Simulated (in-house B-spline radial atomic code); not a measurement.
## Neutral potassium: [Ar] 5d1 (an excited or competing configuration)

Method: non-relativistic LC-wPBE, spin-polarised, spherical fractional occupations, point nucleus. Calculated with an all-electron radial atomic-structure program (B-spline basis).

Z_r = [3n² - l(l+1)]/(2<r>); Z_e = n√(-2ε); the last column is Slater's effective charge. Values are occupation-weighted means over spin.

| shell | electrons | ε (eV) | <r> (bohr) | Z_r | Z_e | Slater |
| --- | --- | --- | --- | --- | --- | --- |
| 1s | 2 | -3516.3 | 0.08154 | 18.40 | 16.08 | 18.70 |
| 2s | 2 | -361.61 | 0.39 | 15.38 | 10.31 | 14.85 |
| 2p | 6 | -290.83 | 0.3514 | 14.23 | 9.25 | 14.85 |
| 3s | 2 | -46.192 | 1.281 | 10.54 | 5.53 | 7.75 |
| 3p | 6 | -28.833 | 1.424 | 8.78 | 4.37 | 7.75 |
| 5d | 1 | -0.16774 | 39.46 | 0.87 | 0.56 | 1.00 |

The least bound orbital is 5d up at -0.1677 eV, and it is also the most diffuse (<r> = 39.46 bohr).

Caution: exact exchange at fractional occupations of open shells leaves self-interaction of up to several eV.
